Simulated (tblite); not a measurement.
Isomers of C2H9FSSi2. Level: GFN2-xTB in tblite, geometry and Hessian alike; calculated harmonic values, unscaled, isolated species. Against measured fundamentals such values can be off by several per cent, at times by over 20. Modes of hydrogen on silicon can be 10 to 20 % off. One conformer each.

Electronic energies: GFN2-xTB at the same geometries; isomer energies are rough at this level and their order can be wrong.

| SMILES | electronic energy, lowest = 0 (kJ/mol) |
| --- | --- |
| C[SiH2][Si@@H](F)SC | 24.3 |
| CCS[Si@H](F)[SiH3] | 0.0 |
| C[Si@@H](F)SC[SiH3] | 7.7 |
| CS[SiH2][C@H](F)[SiH3] | 193.4 |

Q: How do GFN2-xTB zero-point energies change the relative energies?

A: 
```csv
SMILES,ZPE (kJ/mol),of it from modes above 1550 cm⁻¹,electronic (kJ/mol),"with ZPE, lowest = 0 (kJ/mol)",lowest mode (cm⁻¹),rings
CCS[Si@H](F)[SiH3],267.8,143.9,0.0,0.0,42,0
C[Si@@H](F)SC[SiH3],263.8,145.5,7.7,3.7,21,0
C[SiH2][Si@@H](F)SC,269.6,149.0,24.3,26.1,10,0
CS[SiH2][C@H](F)[SiH3],256.2,141.0,193.4,181.8,24,0
```

The zero-point energies span 13.4 kJ/mol, from `CS[SiH2][C@H](F)[SiH3]` to `C[SiH2][Si@@H](F)SC`. The order is unchanged.
